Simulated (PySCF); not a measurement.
**Electron correlation in S⁺ (sulfur, charge +1)**

[Ne] 3s2 3p3, high-spin 4S determinant. Calculation: PySCF 2.14, in def2-QZVPPD; no relativity, point nucleus. Frozen: [Ne]; 5 electrons correlated.

MP2 pair energies summed by pair of shells (mhartree):

```csv
pair,energy,share (%)
3s-3p,-64.40,66.3
3p-3p,-21.44,22.1
3s-3s,-11.24,11.6
```

Total MP2 correlation energy: -97.08 mhartree.

Same-spin part -25.57 and opposite-spin part -71.51 mhartree; SCS-MP2 scales them by 1/3 and 6/5 to -94.33 mhartree.
